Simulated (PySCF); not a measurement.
C4H5BCl2.
SMILES: `CC=C=CB(Cl)Cl`

Torsions of this conformer, `[CH3:1][CH:2]=[C:3]=[CH:4][B:5]([Cl:6])[Cl:7]`: C3–C4–B5–Cl6 -1°.

The closed-shell ground state was solved at several levels (PySCF, density fitting, gas phase, non-relativistic). Geometry: PBE0-D3(BJ)/def2-SVP; no solvent, vibrations or thermal averaging.

```csv
level,basis functions,total energy (Eh),HOMO (eV),LUMO (eV),gap (eV),dipole (D)
B3LYP/def2-SVPD,194,-1100.3623,-7.46,-2.16,5.30,2.79
PBE0/STO-3G,48,-1088.0328,-6.14,0.16,6.30,3.25
B97-2/pcSseg-1,158,-1100.6711,-7.46,-1.98,5.48,2.91
B3LYP/pcSseg-1,158,-1100.7083,-7.46,-2.11,5.35,2.84
PBE0/cc-pVDZ,131,-1100.2211,-7.53,-1.76,5.77,2.79
PBE0/def2-TZVP,259,-1100.2877,-7.61,-1.90,5.71,2.72
PBE0/def2-SVP,131,-1099.7842,-7.55,-1.73,5.82,2.60
wB97X-D/pcSseg-1,158,-1100.5961,-9.58,-0.23,9.35,2.97
B97-D/pcSseg-1,158,-1100.5786,-6.46,-2.66,3.80,2.81
"PBE0/6-311+G(2d,p)",235,-1100.2723,-7.64,-1.96,5.68,2.78
HF/pcSseg-1,158,-1098.0205,-10.37,1.71,12.08,3.22
```

(1) What might BP86/pcSseg-1 (158 basis functions) give for the same quantities?

(2) Over all these levels, which gives the widest orbital gap and which the narrowest?

(3) How much does the basis alone move the frontier levels among the 5 PBE0 rows?

(4) In the pcSseg-1 basis, how does the gap go with the fixed share of exact exchange?

(5) How far do the dipole and the HOMO energy spread over the levels?

Results:

(1) Total energy -1100.7553 Eh, HOMO -6.60 eV, LUMO -2.89 eV, gap 3.71 eV, dipole 2.81 D.

(2) HF/pcSseg-1 (Hartree–Fock, all exact exchange) has the widest, 12.08 eV, and BP86/pcSseg-1 (GGA) the narrowest, 3.71 eV. The two share the basis. From the narrowest to the widest the HOMO moves by -3.77 eV and the LUMO by +4.60 eV. The HOMO need not be the same orbital at Hartree–Fock and at DFT levels.

(3) The HOMO by 1.50 eV and the LUMO by 2.12 eV. By rising basis size (HOMO, LUMO in eV): STO-3G -6.14, 0.16; cc-pVDZ -7.53, -1.76; def2-SVP -7.55, -1.73; 6-311+G(2d,p) -7.64, -1.96; def2-TZVP -7.61, -1.90.

(4) BP86 (0 %) 3.71 eV; B97-D (0 %) 3.80 eV; B3LYP (20 %) 5.35 eV; B97-2 (21 %) 5.48 eV; HF (100 %) 12.08 eV. Each rise in the share widens the gap here.

(5) The dipole runs from 2.60 to 3.25 D (mean 2.87 D) and the HOMO from -10.37 to -6.14 eV.

The pairwise dispersion term of B97-D and wB97X-D wasn't added to the energies; at a given geometry it leaves orbitals and properties as they are.
